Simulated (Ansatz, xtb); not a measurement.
Al2H6O2: which of two structures lies lower

Structure I is a singlet given by its coordinates and structure II is `[OH+]1[AlH2-][OH+][AlH2-]1`, a singlet. Both are isolated molecules in the gas phase, relaxed with PBE0-D4/def2-SVP.

I (Å):

```json
{"atom": "Al", "x (Å)": "0.3006", "y (Å)": "-1.3126", "z (Å)": "0.0750"}
{"atom": "Al", "x (Å)": "2.1842", "y (Å)": "0.6640", "z (Å)": "0.0273"}
{"atom": "O", "x (Å)": "-1.1999", "y (Å)": "-0.8723", "z (Å)": "-0.6136"}
{"atom": "O", "x (Å)": "0.8363", "y (Å)": "0.0643", "z (Å)": "1.1761"}
{"atom": "H", "x (Å)": "-1.8296", "y (Å)": "-1.4737", "z (Å)": "-1.0118"}
{"atom": "H", "x (Å)": "0.6196", "y (Å)": "-2.7770", "z (Å)": "0.5746"}
{"atom": "H", "x (Å)": "0.3135", "y (Å)": "0.5473", "z (Å)": "1.8223"}
{"atom": "H", "x (Å)": "3.6364", "y (Å)": "0.3733", "z (Å)": "0.5928"}
{"atom": "H", "x (Å)": "1.6532", "y (Å)": "-0.7285", "z (Å)": "-0.8816"}
{"atom": "H", "x (Å)": "1.7673", "y (Å)": "1.9988", "z (Å)": "-0.7202"}
```

Close contacts (Å): Al1–Al2 2.73, Al1–O3 1.71, Al1–O4 1.84, Al2–O4 1.87, Al1–H6 1.58, Al1–H9 1.76, Al2–H8 1.59, Al2–H9 1.75, Al2–H10 1.59, O3–H5 0.96, O4–H7 0.96.

II (Å):

```yaml
atoms:
  - { symbol: Al, position_ang: [-1.2403, -1.7255, 0.4409] }
  - { symbol: Al, position_ang: [-2.2217, 0.8390, -0.3565] }
  - { symbol: O, position_ang: [-2.7637, -0.6543, 0.6345] }
  - { symbol: O, position_ang: [-0.6983, -0.2322, -0.5500] }
  - { symbol: H, position_ang: [-3.3104, -0.6179, 1.4244] }
  - { symbol: H, position_ang: [-0.5181, -1.8649, 1.8495] }
  - { symbol: H, position_ang: [-1.4369, -2.9596, -0.5407] }
  - { symbol: H, position_ang: [-0.1516, -0.2685, -1.3399] }
  - { symbol: H, position_ang: [-2.9439, 0.9783, -1.7651] }
  - { symbol: H, position_ang: [-2.0252, 2.0732, 0.6251] }
```

Energies in hartree; the thermal terms are from PBE0-D4/def2-SVP harmonic frequencies (ideal gas, rigid rotor, one conformer each, 298.15 K, 1 atm) and include the zero-point energy:

|  | I | II |
| --- | --- | --- |
| E, CCSD(T)/def2-SVP | −637.500299 | −637.531036 |
| E, MP2/def2-SVP | −637.449812 | −637.480921 |
| E, MP2/def2-TZVPP | −637.957495 | −637.981570 |
| zero-point energy | 0.058065 | 0.058633 |
| H(298 K) − E | 0.066488 | 0.066476 |
| G(298 K) − E | 0.027474 | 0.029804 |

Problem. Correct the CCSD(T) difference for the basis set by the MP2 change, then work out ΔE, ΔE₀, ΔH and ΔG for I → II in kcal/mol (1 Eh = 627.51 kcal/mol) and the equilibrium ratio [II]/[I].

Solution. 1. Differences II − I: CCSD(T) −0.030737, MP2 in the small set −0.031109, MP2 in the large set −0.024075 Eh.
2. ΔE = −0.030737 + (−0.024075 − (−0.031109)) = −0.023703 Eh = −14.87 kcal/mol.
3. ΔE₀ = ΔE + ΔZPE = −0.023703 + (+0.000568) Eh = −14.52 kcal/mol.
4. ΔH = ΔE + (−0.000012) Eh = −14.88 kcal/mol.
5. ΔG = ΔE + (+0.002330) Eh = −13.41 kcal/mol, so ΔS = (ΔH − ΔG)/T = −20.6 J/(mol K).
6. kT = 0.9442 mEh, so K = [II]/[I] = exp(−ΔG/kT) = exp(+22.64) ≈ 6.8 × 10^9.

Structure II is favoured at this temperature. An error of 1 kcal/mol in ΔG would change K by a factor of 5.4. The basis-set step is large, which makes the value less sure. Mirror images and further conformers aren't counted.

Other levels gave ΔE = −18.1 (PBE0-D4/def2-SVP); −21.2 (HF/def2-SVP); −19.5 (MP2/def2-SVP); −19.3 (CCSD(T)/def2-SVP) kcal/mol. The correlated steps freeze 12 core orbitals. Programs: Ansatz 0.2.0.
